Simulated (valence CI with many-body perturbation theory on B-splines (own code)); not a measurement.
S¹¹⁺: electric-dipole lines

Calculated by configuration interaction combined with many-body perturbation theory (CI+MBPT): three valence electrons over a frozen Dirac-Fock core [He], radial functions for each j: 11 s, 11 p, 10 d, 8 f, 5 g, 2 h, with the one-electron correlation potential Σ1, the two-electron term Σ2, the three-electron term Σ3, Breit, model QED; selected CI, second order for the rest, scaled by the run's own slope (own B-spline code, finite nucleus).

No measured spectrum was set against this ion. As an estimate, levels of excited configurations hold to 0.05 to 0.15 % of their energy, terms of the ground configuration to about 0.5 %.

Lines 1 to 50 of 535 in falling wavelength, among levels below 3889.4 × 10³ cm⁻¹, chosen from the strongest by gf and those to the six lowest levels. Wavelengths and rates use the calculated energies, so an error of 300 cm⁻¹ moves a line at 6103 Å by 1.8 % and its rate by three times that or more. Electric multipoles are in the length gauge, E1 and E2 with the static RPA response of the core. Weak lines are less certain than strong ones. Lines between different terms over intervals too small for the method are left out, as are lines whose strength nearly cancels. Where a level lies close to another of its J and parity, the split of strength between their lines is uncertain. The highest levels of a list are the least certain.

Names give the largest LS component (configuration and term), which can be under half, so a name can repeat, a term be missing and a line seem to break the LS rules; names also repeat where a configuration has a term twice. Letters in brackets count levels of one name in rising energy.

| λ vac (Å) | Upper | Lower | A (s⁻¹) | log gf | Branch % |
| --- | --- | --- | --- | --- | --- |
| 6103 | 2s.2p.4f 2F_5/2 | 2s.2p.4d 4D°_3/2 | 4.28e+06 | -0.84 | 0.0 |
| 5524 | 2s.2p.4f 4G_9/2 | 2s.2p.4d 4D°_7/2 | 5.69e+06 | -0.58 | 0.0 |
| 5376 | 2s2.4f 2F°_7/2 | 2s2.4d 2D_5/2 | 9.86e+06 | -0.47 | 0.0 |
| 5310 | 2s2.4f 2F°_5/2 | 2s2.4d 2D_3/2 | 9.55e+06 | -0.62 | 0.0 |
| 4703 | 2s.2p.4f 4F_9/2 | 2s.2p.4d 4F°_7/2 | 1.13e+07 | -0.43 | 0.0 |
| 4635 | 2s.2p.4f 4F_7/2 [a] | 2s.2p.4d 4F°_5/2 | 8.71e+06 | -0.65 | 0.0 |
| 4276 | 2s.2p.4f 4G_5/2 [a] | 2s.2p.4d 4F°_3/2 | 1.45e+07 | -0.62 | 0.0 |
| 3941 | 2s.2p.4f 4G_11/2 | 2s.2p.4d 4F°_9/2 | 2.55e+07 | -0.15 | 0.0 |
| 3637 | 2s.2p.4d 4D°_7/2 | 2s.2p.4p 4P_5/2 | 3.17e+07 | -0.30 | 0.0 |
| 3580 | 2s.2p.4d 2P°_3/2 | 2s.2p.4p 2S_1/2 | 2.58e+07 | -0.70 | 0.0 |
| 3504 | 2s.2p.4d 4D°_1/2 | 2s.2p.4p 4P_1/2 | 3.90e+07 | -0.84 | 0.0 |
| 3483 | 2s.2p.4d 4F°_9/2 | 2s.2p.4p 4D_7/2 | 5.42e+07 | -0.01 | 0.0 |
| 3402 | 2s.2p.4d 4F°_7/2 | 2s.2p.4p 4D_5/2 | 5.58e+07 | -0.11 | 0.0 |
| 3329 | 2s.2p.4d 4P°_5/2 [b] | 2s.2p.4p 4P_5/2 | 2.75e+07 | -0.56 | 0.0 |
| 3322 | 2s.2p.4d 4F°_5/2 | 2s.2p.4p 4D_3/2 | 5.26e+07 | -0.28 | 0.0 |
| 3242 | 2s.2p.4d 4F°_3/2 | 2s.2p.4p 4D_1/2 | 4.87e+07 | -0.51 | 0.0 |
| 3237 | 2s.2p.4d 4P°_5/2 [b] | 2s.2p.4p 4P_3/2 | 1.89e+07 | -0.75 | 0.0 |
| 3142 | 2s.2p.4d 2P°_1/2 | 2s.2p.4p 2S_1/2 | 5.21e+07 | -0.81 | 0.0 |
| 3130 | 2s.2p.4d 4P°_3/2 | 2s.2p.4p 4P_3/2 | 4.47e+07 | -0.58 | 0.0 |
| 3088 | 2s.2p.4p 2D_3/2 | 2s.2p.4s 2P°_3/2 [a] | 3.57e+07 | -0.69 | 0.0 |
| 3083 | 2s2.4d 2D_5/2 | 2s2.4p 2P°_3/2 | 7.75e+07 | -0.18 | 0.0 |
| 3066 | 2s.2p.4d 4P°_1/2 | 2s.2p.4p 4P_3/2 | 7.15e+07 | -0.70 | 0.0 |
| 3025 | 2s.2p.4d 4P°_5/2 [a] | 2s.2p.4p 2P_3/2 | 5.70e+07 | -0.33 | 0.0 |
| 2984 | 2s2.4d 2D_3/2 | 2s2.4p 2P°_1/2 | 7.11e+07 | -0.42 | 0.0 |
| 2975 | 2s.2p.4p 4S_3/2 | 2s.2p.4s 2P°_1/2 [a] | 2.71e+07 | -0.84 | 0.0 |
| 2967 | 2s.2p.4d 2D°_5/2 | 2s.2p.4p 4S_3/2 | 5.13e+07 | -0.39 | 0.0 |
| 2901 | 2s.2p.4p 4D_3/2 | 2s.2p.4s 4P°_3/2 | 3.78e+07 | -0.72 | 0.0 |
| 2901 | 2s.2p.4d 4D°_7/2 | 2s.2p.4p 4D_7/2 | 2.97e+07 | -0.52 | 0.0 |
| 2804 | 2s.2p.4p 4D_1/2 | 2s.2p.4s 4P°_1/2 | 7.96e+07 | -0.73 | 0.1 |
| 2684 | 2s.2p.4d 2F°_7/2 | 2s.2p.4p 2D_5/2 | 1.21e+08 | 0.02 | 0.0 |
| 2673 | 2s.2p.4p 4D_7/2 | 2s.2p.4s 4P°_5/2 | 1.12e+08 | -0.02 | 0.1 |
| 2654 | 2s.2p.4d 2D°_3/2 | 2s.2p.4p 2P_1/2 | 6.77e+07 | -0.54 | 0.0 |
| 2654 | 2s.2p.4d 2F°_5/2 | 2s.2p.4p 2D_3/2 | 1.01e+08 | -0.19 | 0.0 |
| 2595 | 2s.2p.4p 4D_3/2 | 2s.2p.4s 4P°_1/2 | 6.59e+07 | -0.57 | 0.1 |
| 2586 | 2s.2p.4p 4D_5/2 | 2s.2p.4s 4P°_3/2 | 1.13e+08 | -0.17 | 0.1 |
| 2577 | 2s2.4p 2P°_1/2 | 2s2.4s 2S_1/2 | 1.25e+08 | -0.60 | 0.1 |
| 2551 | 2s.2p.4p 2D_5/2 | 2s.2p.4s 2P°_3/2 [a] | 1.30e+08 | -0.12 | 0.0 |
| 2484 | 2s2.4p 2P°_3/2 | 2s2.4s 2S_1/2 | 1.40e+08 | -0.29 | 0.2 |
| 2385 | 2s.2p.4p 2D_3/2 | 2s.2p.4s 2P°_1/2 [a] | 7.37e+07 | -0.60 | 0.0 |
| 2311 | 2s.2p.4p 2P_3/2 | 2s.2p.4s 4P°_1/2 | 5.78e+07 | -0.73 | 0.0 |
| 2297 | 2s.2p.4p 4P_3/2 | 2s.2p.4s 4P°_5/2 | 1.62e+08 | -0.29 | 0.2 |
| 2253 | 2s.2p.4p 4P_5/2 | 2s.2p.4s 4P°_5/2 | 1.77e+08 | -0.09 | 0.2 |
| 2209 | 2s.2p.4p 4P_1/2 | 2s.2p.4s 4P°_3/2 | 1.93e+08 | -0.55 | 0.2 |
| 2180 | 2s.2p.4p 4S_3/2 | 2s.2p.4s 4P°_3/2 | 6.35e+07 | -0.74 | 0.0 |
| 2095 | 2s.2p.4p 2S_1/2 | 2s.2p.4s 2P°_3/2 [a] | 2.01e+08 | -0.58 | 0.0 |
| 1689 | 2p2.3p 2D°_5/2 [a] | 2p2.3s 2P_3/2 | 6.38e+07 | -0.79 | 0.0 |
| 1511 | 2s.2p.3d 4D°_7/2 | 2s.2p.3p 4P_5/2 | 9.79e+07 | -0.57 | 0.0 |
| 1426 | 2p2.3d 4F_9/2 | 2p2.3p 4D°_7/2 | 1.93e+08 | -0.23 | 3.9 |
| 1396 | 2p2.3d 4F_7/2 | 2p2.3p 4D°_5/2 | 1.89e+08 | -0.35 | 2.0 |
| 1381 | 2p2.3d 2G_9/2 | 2p2.3p 2F°_7/2 | 2.43e+08 | -0.16 | 24.4 |

How does gf follow from A for the line at 1396 Å?

gf = 1.4992 × (2J+1)_upper × A / σ², with σ = 71634 cm⁻¹ and 2J+1 = 8: gf = 0.442.
